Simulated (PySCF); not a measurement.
Mg(F)(SH) (FHMgS), SMILES [SH][Mg][F].

Coordinates come from a B3LYP-D3(BJ)/def2-TZVP optimisation. The values are those of a single conformer.

Computed with PySCF 2.14.0 with TDDFT-ωB97X/def2-TZVPD.

Vertical excitations.  State labels are in the subgroup Cs.

Computed UV-visible absorptions:
```csv
state,symmetry,energy (eV),λ (nm),f,main pairs
S1,A",4.94,251,0.065,HOMO→LUMO 95 %
S2,A",6.01,206,0.000,"HOMO→LUMO+1 52 %, HOMO→LUMO+4 19 %, HOMO→LUMO+7 10 %, HOMO→LUMO+3 8 %"
S3,A',6.18,201,0.138,HOMO−1→LUMO 82 %
S4,A",6.62,187,0.001,"HOMO→LUMO+8 39 %, HOMO→LUMO+1 24 %, HOMO→LUMO+3 22 %"
S5,A',6.89,180,0.122,"HOMO→LUMO+2 49 %, HOMO−1→LUMO+1 10 %, HOMO→LUMO+6 8 %"
S6,A',7.32,169,0.132,"HOMO−1→LUMO+1 54 %, HOMO→LUMO+2 15 %, HOMO−1→LUMO+4 9 %"
S7,A',7.50,165,0.048,HOMO−3→LUMO 88 %
S8,A",7.50,165,0.038,HOMO−2→LUMO 88 %
S9,A",7.62,163,0.001,"HOMO−1→LUMO+2 49 %, HOMO→LUMO+3 18 %, HOMO−1→LUMO+9 11 %"
S10,A",7.86,158,0.136,"HOMO→LUMO+3 32 %, HOMO−1→LUMO+2 23 %, HOMO→LUMO+4 18 %, HOMO→LUMO+5 6 %"
T1,A",4.79,259,0,HOMO→LUMO 91 %
T2,A',5.76,215,0,HOMO−1→LUMO 92 %
T3,A",5.77,215,0,"HOMO→LUMO+1 26 %, HOMO→LUMO+4 23 %, HOMO→LUMO+7 15 %, HOMO→LUMO+3 13 %"
T4,A',6.45,192,0,"HOMO→LUMO+2 69 %, HOMO→LUMO+9 15 %"
```
Triplets are in the Tamm–Dancoff approximation, which puts them higher than full response would, so one can lie above its singlet here.
